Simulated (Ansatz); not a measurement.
CH$_{7}$GeNSi (`C1[NH][GeH2][SiH2]1`), relaxed with RKS PBE-D4/def2-SVP in the Gaussian-basis code of Ansatz from a rough embedded geometry. The force threshold is 0.03 eV/Å; the program also tests the step.

Total charge 0; spin multiplicity 1.

Start:

```xyz
11

C    -0.969    0.086   -0.623
N    -1.093   -0.074    0.813
Ge    0.703   -0.332    1.172
Si    0.851    0.005   -1.015
H    -1.575   -0.739   -1.162
H    -1.433    1.085   -0.982
H    -1.348    0.871    1.244
H     1.032   -1.720    1.666
H     1.284    0.897    2.024
H     1.404    1.225   -1.413
H     1.143   -1.305   -1.724
```

```csv
step,energy (eV),largest force (eV/Å),largest move (Å)
1,-67007.8120,2.801,0.000
2,-67008.5765,0.992,0.195
3,-67008.6957,0.378,0.109
4,-67008.7326,0.377,0.200
5,-67008.7634,0.563,0.200
6,-67008.7803,0.143,0.078
7,-67008.7869,0.143,0.141
8 (rejected),-67008.7862,0.218,0.138
9,-67008.7935,0.073,0.065
10,-67008.7944,0.140,0.082
11,-67008.7956,0.055,0.019
12,-67008.7965,0.089,0.039
13,-67008.7967,0.079,0.027
14,-67008.7969,0.036,0.009
15,-67008.7970,0.035,0.006
16,-67008.7970,0.005,0.003
```

End:

```xyz
11

C    -1.012    0.258   -0.668
N    -0.982   -0.174    0.737
Ge    0.811   -0.229    1.282
Si    0.841   -0.093   -1.106
H    -1.739   -0.321   -1.286
H    -1.241    1.341   -0.829
H    -1.783    0.086    1.322
H     1.144   -1.516    2.092
H     1.312    0.998    2.119
H     1.573    1.024   -1.803
H     1.076   -1.374   -1.859
```

It took 110 s on 4 threads of a server CPU on a shared host, with 0.18 GiB of host memory at the peak.
